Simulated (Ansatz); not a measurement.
Start from `CB[SiH](O)[SiH3]` and change one atom or group to get `CB[SiH](O)Cl`.

Ansatz, PBE0-D4/def2-TZVP geometries, multiplicity 1. Each molecule was computed in one conformer, which needn't be the lowest.

| property | `CB[SiH](O)[SiH3]` |
| --- | --- |
| LUMO energy (ωB97M-V/def2-TZVPP) / eV | -0.10 |
| LUMO energy (PBE/def2-TZVPP) / eV | -2.90 |
| HOMO energy (ωB97M-V/def2-TZVPP) / eV | -9.20 |
| HOMO energy (B3LYP/def2-TZVPP) / eV | -6.97 |
| HOMO energy (PBE/def2-TZVPP) / eV | -6.00 |
| LUMO energy (B3LYP/def2-TZVPP) / eV | -2.17 |

Q: What does the change do to each property? (Best estimate.)

A: The calculation gave: 
| property | `CB[SiH](O)Cl` | shift |
| --- | --- | --- |
| LUMO energy (ωB97M-V/def2-TZVPP) / eV | -0.05 | 0.05 |
| LUMO energy (PBE/def2-TZVPP) / eV | -2.98 | -0.08 |
| HOMO energy (ωB97M-V/def2-TZVPP) / eV | -9.88 | -0.68 |
| HOMO energy (B3LYP/def2-TZVPP) / eV | -7.55 | -0.58 |
| HOMO energy (PBE/def2-TZVPP) / eV | -6.45 | -0.45 |
| LUMO energy (B3LYP/def2-TZVPP) / eV | -2.21 | -0.04 |

B3LYP here is the variant with VWN-RPA as its local correlation; programs differ in this.
